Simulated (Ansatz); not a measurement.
Steps of a relaxation of `OCB[SiH2]F` with RKS PBE0-D4/def2-TZVP.

```sh
$ ansatz run in.yaml --threads 4 --pin off --events-out ev --progress --plain --max-ram 10444MiB
```

```yaml
crystal:
  periodic: [false, false, false]
  atoms:
    - {symbol: O, position_ang: [-1.779258, 0.151149, 1.826452]}
    - {symbol: C, position_ang: [-1.086780, 0.081396, 0.669221]}
    - {symbol: B, position_ang: [0.407211, 0.015215, 0.482989]}
    - {symbol: Si, position_ang: [1.110527, 0.086171, -1.390406]}
    - {symbol: F, position_ang: [-0.195978, 0.049010, -2.412434]}
    - {symbol: H, position_ang: [-1.137815, 0.306954, 2.549928]}
    - {symbol: H, position_ang: [-1.782342, 0.068653, -0.192555]}
    - {symbol: H, position_ang: [-0.446008, -1.091260, 0.454589]}
    - {symbol: H, position_ang: [1.109429, -0.024226, 1.482344]}
    - {symbol: H, position_ang: [1.865529, 1.363928, -1.662400]}
    - {symbol: H, position_ang: [2.000785, -1.063990, -1.787228]}
basis:
  gaussian: {orbitals: def2-TZVP}
hamiltonian: {xc: pbe0, dispersion: d4}
relax: {f_tol: 0.005, max_steps: 150}
```

Positions (Å) and forces (eV/Å) along the path, 11 of 12 steps:

```xyz
11
step=1 energy=-14445.7401 eV
O    -1.779    0.151    1.826    0.724    0.043    0.277
C    -1.087    0.081    0.669    0.164   -0.238   -0.498
B     0.407    0.015    0.483   -0.269    0.027    0.361
Si    1.111    0.086   -1.390   -0.599   -0.015   -0.670
F    -0.196    0.049   -2.412    0.968    0.032    0.668
H    -1.138    0.307    2.550   -0.498   -0.112   -0.484
H    -1.782    0.069   -0.193    0.356    0.034    0.496
H    -0.446   -1.091    0.455   -0.142    0.254    0.121
H     1.109   -0.024    1.482   -0.278    0.001   -0.377
H     1.866    1.364   -1.662   -0.201   -0.293    0.032
H     2.001   -1.064   -1.787   -0.224    0.267    0.073
11
step=2 energy=-14445.7905 eV
O    -1.764    0.139    1.828    0.221    0.044    0.132
C    -1.082    0.084    0.668    0.148   -0.264   -0.254
B     0.399    0.023    0.481   -0.088    0.029    0.115
Si    1.106    0.085   -1.386   -0.487   -0.012   -0.533
F    -0.164    0.043   -2.427    0.570    0.022    0.484
H    -1.130    0.293    2.544   -0.169   -0.036   -0.120
H    -1.775    0.082   -0.179    0.086    0.019    0.155
H    -0.455   -1.080    0.461   -0.128    0.206    0.056
H     1.092   -0.022    1.468   -0.072   -0.002   -0.117
H     1.850    1.349   -1.664   -0.041   -0.056    0.030
H     1.989   -1.052   -1.775   -0.040    0.050    0.050
11
step=3 energy=-14445.8091 eV
O    -1.752    0.136    1.829   -0.113   -0.025    0.072
C    -1.080    0.074    0.663    0.148   -0.108   -0.119
B     0.393    0.028    0.471    0.081    0.094   -0.027
Si    1.105    0.086   -1.391   -0.123   -0.026   -0.024
F    -0.145    0.041   -2.415    0.020    0.001   -0.019
H    -1.120    0.288    2.539    0.039    0.014    0.065
H    -1.778    0.084   -0.171   -0.037   -0.004   -0.022
H    -0.470   -1.069    0.462   -0.141    0.048    0.025
H     1.085   -0.022    1.449    0.028   -0.004    0.054
H     1.842    1.349   -1.660    0.045    0.026    0.001
H     1.985   -1.053   -1.757    0.052   -0.015   -0.007
11
step=5 energy=-14445.8179 eV
O    -1.746    0.114    1.854   -0.037    0.008    0.106
C    -1.088    0.062    0.672    0.061   -0.008   -0.048
B     0.385    0.050    0.458    0.043    0.095   -0.012
Si    1.101    0.085   -1.407    0.152    0.007    0.063
F    -0.114    0.034   -2.463   -0.080   -0.002   -0.050
H    -1.108    0.277    2.559   -0.006   -0.005   -0.033
H    -1.800    0.088   -0.149   -0.029    0.013   -0.035
H    -0.516   -1.050    0.466   -0.066   -0.106    0.012
H     1.086   -0.009    1.432    0.013   -0.002   -0.015
H     1.861    1.342   -1.659   -0.023   -0.006    0.003
H     2.004   -1.052   -1.741   -0.027    0.006    0.009
11
step=6 energy=-14445.8206 eV
O    -1.743    0.104    1.858   -0.052    0.022    0.095
C    -1.085    0.049    0.669   -0.002   -0.062   -0.076
B     0.390    0.075    0.457   -0.015   -0.098   -0.030
Si    1.107    0.087   -1.406    0.051    0.045   -0.005
F    -0.114    0.031   -2.459   -0.011   -0.004   -0.018
H    -1.103    0.270    2.557   -0.001   -0.004    0.003
H    -1.800    0.099   -0.151    0.020    0.017    0.005
H    -0.551   -1.060    0.466    0.007    0.061    0.006
H     1.097    0.000    1.423    0.017    0.032    0.027
H     1.864    1.344   -1.664   -0.004   -0.009   -0.012
H     2.004   -1.056   -1.730   -0.012    0.000    0.005
11
step=7 energy=-14445.8214 eV
O    -1.744    0.104    1.863   -0.009   -0.002   -0.004
C    -1.088    0.045    0.670   -0.014    0.019    0.010
B     0.387    0.069    0.454    0.036    0.004    0.058
Si    1.110    0.090   -1.408    0.009   -0.005   -0.016
F    -0.107    0.031   -2.467    0.001    0.004    0.000
H    -1.101    0.268    2.561    0.010    0.001    0.002
H    -1.803    0.101   -0.148    0.004   -0.002    0.000
H    -0.560   -1.061    0.468    0.004   -0.021   -0.001
H     1.098    0.005    1.424   -0.039    0.004   -0.051
H     1.867    1.346   -1.668   -0.005   -0.001    0.004
H     2.005   -1.055   -1.728    0.002   -0.002   -0.001
11
step=8 energy=-14445.8215 eV
O    -1.745    0.105    1.864   -0.008   -0.003    0.002
C    -1.088    0.044    0.671   -0.004    0.017    0.003
B     0.387    0.068    0.454    0.042    0.005    0.039
Si    1.110    0.090   -1.409    0.000   -0.009    0.001
F    -0.106    0.031   -2.468    0.002    0.006    0.002
H    -1.101    0.268    2.561    0.008    0.002    0.005
H    -1.802    0.101   -0.148   -0.005   -0.001   -0.007
H    -0.560   -1.061    0.470    0.005   -0.018   -0.002
H     1.098    0.006    1.424   -0.036    0.004   -0.049
H     1.868    1.346   -1.669   -0.006    0.000    0.005
H     2.006   -1.054   -1.729    0.003   -0.003    0.000
11
step=9 energy=-14445.8210 eV rejected
O    -1.744    0.105    1.866    0.014   -0.004   -0.028
C    -1.088    0.044    0.672   -0.030    0.032    0.008
B     0.387    0.066    0.453   -0.088    0.039   -0.101
Si    1.110    0.089   -1.409    0.010   -0.009   -0.005
F    -0.104    0.032   -2.470   -0.005    0.002   -0.001
H    -1.099    0.268    2.563    0.004    0.001   -0.008
H    -1.804    0.101   -0.146    0.009   -0.006    0.016
H    -0.560   -1.060    0.470    0.001   -0.039   -0.001
H     1.092    0.008    1.416    0.090   -0.016    0.114
H     1.868    1.345   -1.666   -0.004    0.000    0.006
H     2.007   -1.055   -1.728   -0.001    0.001   -0.001
11
step=10 energy=-14445.8216 eV
O    -1.744    0.106    1.864    0.001   -0.001   -0.005
C    -1.088    0.045    0.671    0.006   -0.004    0.011
B     0.387    0.067    0.454   -0.002    0.000   -0.002
Si    1.110    0.089   -1.409    0.001    0.001    0.004
F    -0.106    0.033   -2.468    0.000    0.000   -0.001
H    -1.100    0.270    2.561    0.003    0.000   -0.002
H    -1.803    0.099   -0.148   -0.007   -0.001   -0.007
H    -0.558   -1.062    0.470   -0.002    0.005    0.003
H     1.096    0.007    1.421    0.001   -0.001    0.000
H     1.867    1.346   -1.665    0.000   -0.002    0.001
H     2.006   -1.056   -1.730   -0.001    0.001   -0.001
11
step=11 energy=-14445.8216 eV
O    -1.744    0.106    1.864   -0.001   -0.001    0.001
C    -1.089    0.045    0.671   -0.008    0.001   -0.012
B     0.386    0.067    0.454   -0.003    0.001   -0.008
Si    1.110    0.089   -1.409   -0.001    0.000    0.003
F    -0.105    0.034   -2.469    0.000    0.000    0.000
H    -1.099    0.271    2.560    0.001    0.000   -0.001
H    -1.804    0.098   -0.148    0.009    0.000    0.011
H    -0.559   -1.063    0.471    0.000   -0.002    0.001
H     1.095    0.007    1.421    0.002    0.000    0.003
H     1.867    1.345   -1.664    0.000    0.000    0.001
H     2.006   -1.055   -1.730   -0.001    0.000    0.000
11
step=12 energy=-14445.8216 eV
O    -1.744    0.106    1.864   -0.001    0.000    0.002
C    -1.089    0.044    0.671   -0.001    0.001   -0.003
B     0.386    0.067    0.453   -0.002    0.001   -0.004
Si    1.110    0.089   -1.409   -0.001    0.000    0.000
F    -0.105    0.035   -2.470    0.001    0.000    0.000
H    -1.099    0.271    2.560    0.000    0.000   -0.001
H    -1.804    0.097   -0.147    0.001    0.000    0.002
H    -0.559   -1.063    0.471    0.001   -0.002    0.001
H     1.095    0.007    1.421    0.001    0.000    0.002
H     1.868    1.345   -1.663    0.001    0.000    0.001
H     2.006   -1.056   -1.730    0.000    0.000    0.000
```

Hardware: 4 threads of an Arm Neoverse V2 on a shared host. Wall time 31 s, peak host memory 0.46 GiB.
